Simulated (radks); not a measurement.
The phosphorus ion P3+, [Ne] 3s2. Method: non-relativistic Kohn-Sham, PBE, spin-polarised, spherical densities, point nucleus; computed with a radial shooting solver on a logarithmic mesh with Libxc functionals. Every spin shell is full or empty, so the densities are truly spherical. Functionals are evaluated on that one density, not self-consistently. Rank these exchange functionals by their error against the exact value of the orbitals, and give that value: LDA, RPBE, OPTX, AM05, SOGGA, B86b, APBE, revTPSS, SCAN, MS2.

Answer. Exact: -21.6239 hartree. From best to worst, with 100 (|E| - |E exact|)/|E exact| (equal figures are ties): OPTX +0.03, RPBE +0.13, B86b +0.16, MS2 +0.18, SCAN +0.25, revTPSS -0.38, APBE +0.70, SOGGA -3.61, AM05 -7.16, LDA -8.25.
